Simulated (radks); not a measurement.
The numbers below are computed, except where a source is named.
Task: Os IV, configuration [Xe] 4f14 5d5 (the NIST ground configuration). Code: a radial shooting solver on a logarithmic mesh with Libxc functionals. Model: Dirac Kohn-Sham, LDA (Slater exchange, Perdew-Wang correlation), spin-unpolarised, spherical densities, point nucleus; open shells fill j = l - 1/2 first. Some entries of the table are withheld. Estimate them.

orbital  occ.  eigenvalue (eV)  <r> (bohr)  r(max) (bohr)
1s1/2       2        -73739.79     0.01774        0.01103
2s1/2       2        -12859.61     0.07429        0.06363
2p1/2       2        -12315.86     0.06132        0.04711
2p3/2       4        -10786.09     0.06951        0.05416
3s1/2       2        -3015.318      0.1935         0.1792
3p1/2       2        -2771.842      0.1836         0.1675
3p3/2       4        -2438.321      0.1987         0.1819
3d3/2       4        -2029.569      0.1735         0.1420
3d5/2       6        -1957.274      0.1781         0.1460
4s1/2       2        -659.6661      0.4319         0.4054
4p1/2       2        -557.5702      0.4358            (1)
4p3/2       4        -478.9805      0.4697            (2)
4d3/2       4        -311.2602      0.4827            (3)
4d5/2       6        -296.7037      0.4941            (4)
5s1/2       2        -121.9126       1.004         0.9132
5p1/2       2         -90.2041       1.093         0.9720
4f5/2       6         -84.1593      0.5520         0.4025
4f7/2       8         -81.3476      0.5601         0.4073
5p3/2       4         -77.6933       1.190          1.054
5d3/2       4         -35.7743       1.589          1.305
5d5/2       1         -34.5023       1.634          1.343

Result: 
(1) 4p1/2 r(max) (bohr): 0.4043
(2) 4p3/2 r(max) (bohr): 0.4346
(3) 4d3/2 r(max) (bohr): 0.4295
(4) 4d5/2 r(max) (bohr): 0.4390
